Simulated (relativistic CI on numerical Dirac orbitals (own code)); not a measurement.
**Line list: Forbidden lines, Hg⁵⁷⁺**

Calculated at this level of theory: Dirac-Coulomb-Breit CI, separate exchange-only KLI orbitals for each configuration, a model potential for QED, unscaled Slater integrals (own radial code, finite nucleus).

Configuration list (outside the closed core [Ne]): 3s2 3p6 3d5, 3s2 3p5 3d6, 3s2 3p4 3d7, 3s 3p6 3d6, 3p6 3d7, 3s 3p5 3d7, 3s2 3p6 3d4 4s, 3s2 3p6 3d4 4p, 3s2 3p4 3d6 4s, 3s2 3p6 3d4 4d, 3s2 3p4 3d6 4p, 3s2 3p5 3d5 4s, 3s2 3p6 3d4 4f, 3s 3p5 3d6 4s, 3s2 3p5 3d5 4p, 3s 3p5 3d6 4p, 3s2 3p6 3d3 4s2, 3s 3p6 3d5 4s, 3s2 3p6 3d3 4s 4p, 3p6 3d6 4p. Levels of other configurations are missing.

```tsv
λ vac (nm)	Lower	Upper	Type	A (s⁻¹)	log gf
10.341	3s2 3p6 3d5 6S_5/2 [2]	3s2 3p6 3d5 4P_3/2 [17]	M1	5.64e+06	-4.44
10.369	3s2 3p6 3d5 4G_7/2 [3]	3s2 3p6 3d5 4F_5/2 [21]	M1	4.33e+06	-4.38
10.949	3s2 3p6 3d5 4G_11/2 [13]	3s2 3p6 3d5 2H_11/2 [30]	M1	1.00e+07	-3.66
10.994	3s2 3p6 3d5 2H_11/2 [4]	3s2 3p6 3d5 2H_9/2 [19]	M1	2.64e+06	-4.32
11.069	3s2 3p6 3d5 4D_7/2 [12]	3s2 3p6 3d5 2F_7/2 [29]	M1	6.24e+06	-4.04
11.097	3s2 3p6 3d5 6S_5/2 [11]	3s2 3p6 3d5 4P_5/2 [28]	M1	2.48e+07	-3.56
11.220	3s2 3p6 3d5 6S_5/2 [2]	3s2 3p6 3d5 4D_7/2 [12]	M1	3.21e+06	-4.32
11.328	3s2 3p6 3d5 4G_9/2 [14]	3s2 3p6 3d5 2F_7/2 [29]	M1	7.78e+06	-3.92
11.430	3s2 3p6 3d5 4G_7/2 [3]	3s2 3p6 3d5 2F_5/2 [18]	M1	4.14e+06	-4.31
11.683	3s2 3p6 3d5 2G_9/2 [6]	3s2 3p6 3d5 2H_9/2 [19]	M1	7.68e+06	-3.80
11.824	3s2 3p6 3d5 4D_3/2 [5]	3s2 3p6 3d5 4P_3/2 [17]	M1	1.04e+07	-4.06
11.914	3s2 3p6 3d5 2D_5/2 [1]	3s2 3p6 3d5 4D_3/2 [5]	M1	1.15e+07	-4.01
12.129	3s2 3p6 3d5 2H_11/2 [4]	3s2 3p6 3d5 2I_13/2 [15]	M1	1.65e+06	-4.29
12.172	3s2 3p6 3d5 2D_5/2 [1]	3s2 3p6 3d5 4G_7/2 [3]	M1	5.13e+06	-4.04
12.361	3s2 3p6 3d5 6S_5/2 [2]	3s2 3p6 3d5 6S_5/2 [11]	M1	2.05e+07	-3.55
12.369	3s2 3p6 3d5 4G_7/2 [3]	3s2 3p6 3d5 4G_9/2 [14]	M1	4.59e+06	-3.98
12.538	3s2 3p6 3d5 2H_11/2 [4]	3s2 3p6 3d5 4G_9/2 [14]	M1	2.97e+06	-4.16
12.693	3s2 3p6 3d5 4G_7/2 [3]	3s2 3p6 3d5 4D_7/2 [12]	M1	4.60e+06	-4.05
12.828	3s2 3p6 3d5 2H_11/2 [4]	3s2 3p6 3d5 4G_11/2 [13]	M1	7.43e+06	-3.66
13.926	3s2 3p6 3d5 2D_5/2 [1]	3s2 3p6 3d5 6S_5/2 [2]	M1	1.15e+07	-3.70
```

Terms are leading LS components. Brackets give the number of a level in order of energy, since labels repeat. The list gives strong lines, with weight on those to low levels, among the lowest 400 of 9879 levels, so that lines to higher ones, which can be the strongest, are missing. Levels whose partners in the same complex of configurations lie outside the list can be far off, and so can their lines. Rates are taken at the computed energies, electric ones in the length gauge.

At this charge energies of transitions that change n are usually good to better than 1 %, and those within a shell (Δn = 0) to a few per cent.

LS names give the leading component of a level, which can be under half, so a name can repeat, a term be missing and a line seem to break the LS rules.
